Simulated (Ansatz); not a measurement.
Molecule: sum formula HSO3, charge 0, multiplicity 2. It need not be the lowest isomer of its formula. 
Geometry from a B3LYP-D3(BJ)/def2-TZVP (Ansatz, a first-principles code) optimisation:
SMILES: O=[S](=O)O
```xyz
5

O      0.4342    -0.6993    -1.1852
S     -0.2804     0.0183     0.0913
O      0.2653    -0.5711     1.2992
O     -0.2259     1.4334    -0.1815
H      0.6974    -1.5966    -0.9218
```
Charge 0, spin multiplicity 2.

Property: vertical electron affinity (to the singlet state of charge -1; a negative value means that the extra electron is unbound and the number depends on the basis; each state is the SCF solution reached for its spin), in eV. Cores are frozen in the correlated levels unless marked. UHF or UKS for open shells. No spin-orbit coupling. No relativistic terms. Anions need diffuse functions: aug- sets have them; def2-D sets add few. CBS marks a two-point X^-3 extrapolation of the correlation energy; Hartree-Fock from the larger set. [CCSD(T)-MP2]/basis is that difference in the basis named.

| level | program | vertical electron affinity (eV) |
|---|---|---|
| HF/aug-cc-pV(D+d)Z | Ansatz | 1.67 |
| HF/aug-cc-pV(T+d)Z | Ansatz | 1.66 |
| HF/aug-cc-pV(Q+d)Z | Ansatz | 1.66 |
| SVWN5/def2-TZVPD | Ansatz | 2.44 |
| PBE/def2-TZVPD | Ansatz | 2.19 |
| r2SCAN/def2-TZVPD | Ansatz | 2.12 |
| B3LYP/def2-TZVPD | Ansatz | 2.42 |
| PBE0/def2-TZVPD | Ansatz | 2.29 |
| BHLYP/def2-TZVPD | Ansatz | 2.41 |
| CAM-B3LYP/def2-TZVPD | Ansatz | 2.51 |
| wB97M-V/def2-TZVPD | Ansatz | 2.49 |
| wB97X/def2-TZVPD | Ansatz | 2.41 |
| B2PLYP/def2-TZVPD | Ansatz | 2.36 |
| MP2/aug-cc-pV(D+d)Z | Ansatz | 2.30 |
| RI-MP2/aug-cc-pV(T+d)Z | Ansatz | 2.49 |
| RI-MP2/aug-cc-pV(Q+d)Z | Ansatz | 2.56 |
| RI-MP2/CBS(aug-cc-pV(T+d)Z,aug-cc-pV(Q+d)Z) | Ansatz | 2.62 |
| SCS-MP2/aug-cc-pV(D+d)Z | Ansatz | 2.30 |
| CCSD/aug-cc-pV(D+d)Z | Ansatz | 2.28 |
| CCSD(T)/aug-cc-pV(D+d)Z | Ansatz | 2.26 |
| RI-MP2/CBS(aug-cc-pV(T+d)Z,aug-cc-pV(Q+d)Z)+[CCSD(T)-MP2]/aug-cc-pV(D+d)Z | Ansatz | 2.58 |
